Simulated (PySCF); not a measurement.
PySCF job for CH3NOSn, SMILES O=C=[N][SnH3], PBE0-D3(BJ)/def2-SVP. Geometry optimised at PBE0-D3(BJ)/def2-SVP. The def2 effective core potentials stand for the cores of Sn; spin–orbit coupling is left out.

```python
import numpy as np
from pyscf import gto, scf, dft, df
from pyscf.hessian import thermo

mol = gto.M(
    atom='''
    Sn   -0.89424278   -0.08869148   -0.01791621
    N     1.08928880    0.30589053   -0.11935582
    C     2.27359264    0.22699748    0.04437747
    O     3.43728944    0.18195734    0.18240890
    H    -1.18274511   -0.72812285    1.53875269
    H    -1.65731384    1.41440517   -0.26955694
    H    -1.21269507   -1.21058561   -1.26343075
    ''',
    basis='def2-SVP',
    ecp={'Sn': 'def2-svp'},
    charge=0,
    spin=0,
    max_memory=1600,
    verbose=3,
)
mf = dft.RKS(mol, xc='pbe0').density_fit(auxbasis='def2-universal-jkfit')
mf.disp = 'd3bj'
mf.grids.level = 3
mf.conv_tol = 1e-11
mf.max_cycle = 100
mf.kernel()

# [left out here: the lines that compute and print the analytic Hessian (its translational invariance restored by hand, since the grid's response is missing), thermochemistry and intensities]
```

Output:

```
converged SCF energy = -383.867323218592

WARN: DFTD3 does not support analytical Hessian, using finite difference


WARN: Mole.unit (angstrom) is changed to Bohr

Mode                                 0                   1                   2
Irrep
Freq [cm^-1]                       -6.9930             36.6698            399.4562
Reduced mass [au]                   4.0519              8.6358             16.3343
Force const [Dyne/A]               -0.0001              0.0068              1.5356
Char temp [K]                     -10.0613             52.7596            574.7285
Normal mode                   x     y     z       x     y     z       x     y     z
       0  Sn                -0.00  0.01  0.01    0.01 -0.01  0.01   -0.04 -0.01  0.00
       1   N                 0.02 -0.12 -0.16   -0.02  0.17 -0.13    0.11  0.06 -0.03
       2   C                 0.00 -0.02 -0.02   -0.04  0.02 -0.02    0.13  0.03 -0.01
       3   O                -0.01  0.06  0.09   -0.06 -0.09  0.06    0.14 -0.02  0.03
       4   H                 0.11 -0.15 -0.03    0.16 -0.03  0.03    0.06 -0.01  0.02
       5   H                 0.07  0.08  0.26   -0.12 -0.07  0.05   -0.03 -0.01  0.01
       6   H                -0.20  0.17 -0.09    0.03 -0.04  0.03    0.02 -0.02 -0.00
Mode                                 3                   4                   5
Irrep
Freq [cm^-1]                      524.4887            530.8172            623.7345
Reduced mass [au]                   1.0899              1.0883             12.5940
Force const [Dyne/A]                0.1766              0.1807              2.8868
Char temp [K]                     754.6224            763.7278            897.4151
Normal mode                   x     y     z       x     y     z       x     y     z
       0  Sn                -0.00 -0.00  0.01    0.00 -0.01 -0.00    0.00 -0.00 -0.00
       1   N                 0.00  0.00 -0.06   -0.00  0.06  0.00    0.00 -0.06 -0.07
       2   C                 0.00  0.00 -0.03   -0.00  0.02 -0.00   -0.02  0.17  0.18
       3   O                -0.00 -0.00  0.01   -0.00 -0.00  0.00    0.00 -0.07 -0.07
       4   H                -0.68 -0.13 -0.17   -0.28  0.17  0.02   -0.01  0.02  0.01
       5   H                 0.12  0.02 -0.22    0.66  0.32 -0.02    0.01  0.01  0.01
       6   H                 0.53  0.11 -0.23   -0.50  0.12  0.01   -0.01  0.01 -0.01
Mode                                 6                   7                   8
Irrep
Freq [cm^-1]                      628.6794            708.7606            711.8205
Reduced mass [au]                  12.6363              1.0187              1.0179
Force const [Dyne/A]                2.9426              0.3015              0.3039
Char temp [K]                     904.5298           1019.7487           1024.1512
Normal mode                   x     y     z       x     y     z       x     y     z
       0  Sn                -0.00  0.00 -0.00    0.00 -0.01 -0.00    0.00 -0.00  0.01
       1   N                 0.02  0.07 -0.07    0.00  0.00 -0.00    0.00  0.00  0.00
       2   C                -0.02 -0.18  0.16    0.00 -0.01 -0.00    0.00 -0.00  0.00
       3   O                 0.02  0.07 -0.06    0.00  0.00  0.00    0.00  0.00 -0.00
       4   H                -0.01 -0.02 -0.01   -0.08  0.70  0.27    0.24 -0.14 -0.04
       5   H                 0.01  0.00 -0.00   -0.23 -0.05  0.23   -0.08 -0.16 -0.73
       6   H                 0.01 -0.01  0.00    0.06  0.41 -0.36   -0.27  0.41 -0.32
Mode                                 9                  10                  11
Irrep
Freq [cm^-1]                      719.0127           1486.3302           1960.8085
Reduced mass [au]                   1.0268             14.7089              1.0130
Force const [Dyne/A]                0.3128             19.1452              2.2948
Char temp [K]                    1034.4992           2138.4983           2821.1668
Normal mode                   x     y     z       x     y     z       x     y     z
       0  Sn                -0.01 -0.00  0.00   -0.00 -0.00  0.00   -0.00 -0.00  0.00
       1   N                -0.01 -0.01  0.00    0.20 -0.00  0.02    0.00 -0.00  0.00
       2   C                -0.02 -0.00 -0.00    0.03  0.00  0.00   -0.01 -0.00 -0.00
       3   O                -0.01  0.00 -0.00   -0.16  0.01 -0.02    0.00 -0.00  0.00
       4   H                 0.55  0.08  0.12   -0.01  0.00 -0.01    0.14  0.33 -0.83
       5   H                 0.51  0.24 -0.06   -0.01 -0.01  0.00    0.06 -0.15  0.04
       6   H                 0.55  0.04 -0.16   -0.01  0.00  0.01    0.06  0.23  0.28
Mode                                12                  13                  14
Irrep
Freq [cm^-1]                     1968.4189           1976.8312           2455.7686
Reduced mass [au]                   1.0177              1.0172             12.5227
Force const [Dyne/A]                2.3232              2.3420             44.4964
Char temp [K]                    2832.1165           2844.2200           3533.3042
Normal mode                   x     y     z       x     y     z       x     y     z
       0  Sn                -0.00 -0.00 -0.01    0.00 -0.01  0.00   -0.00 -0.00  0.00
       1   N                 0.00  0.00  0.00    0.00  0.00 -0.00    0.11 -0.00  0.01
       2   C                -0.00 -0.00 -0.00    0.00 -0.00  0.00   -0.24  0.01 -0.03
       3   O                 0.00  0.00  0.00   -0.00  0.00 -0.00    0.08 -0.00  0.01
       4   H                -0.06 -0.16  0.34    0.03  0.02 -0.12   -0.01 -0.01  0.02
       5   H                 0.03 -0.07 -0.02   -0.43  0.86 -0.14   -0.01  0.01 -0.00
       6   H                 0.16  0.61  0.66    0.03  0.07  0.11   -0.01 -0.01 -0.01
temperature 298.1500 [K]
pressure 101325.00 [Pa]
Rotational constants [GHz] 53.74808 1.35024 1.34572
Symmetry number 1
Zero-point energy (ZPE) 0.03356 [Eh]   88114.517 [J/mol]
                           tot       elec      trans        rot        vib
Entropy [J/mol/K]       318.293      0.000    172.331    107.116     38.846
Cv [J/mol/K]             68.113      0.000     12.472     12.472     43.170
Cp [J/mol/K]             76.428      0.000     20.786     12.472     43.170
Internal energy [J/mol]                      3718.434   3718.434  93900.633
Internal energy [Eh]   -383.82873  -383.86732
Enthalpy [J/mol]                             6197.391   3718.434  93900.633
Enthalpy [Eh]          -383.82778
Gibbs free energy [J/mol]                  -45183.045 -28218.126  82318.703
Gibbs free energy [Eh] -383.86393
mode   freq/cm-1   IR/(km/mol)
   1       -6.99         1.584
   2       36.67         2.503
   3      399.46        79.791
   4      524.49        40.980
   5      530.82        45.233
   6      623.73        27.318
   7      628.68        29.482
   8      708.76        75.800
   9      711.82        75.041
  10      719.01       217.861
  11     1486.33         8.775
  12     1960.81       101.754
  13     1968.42       147.621
  14     1976.83       138.721
  15     2455.77      1426.461
max |gradient| / (hartree/bohr): 3.3007473313383445e-05
APT charges: [ 1.6589 -1.2432  1.3026 -0.8494 -0.2963 -0.2815 -0.291 ]
```

Self-consistency was reached.
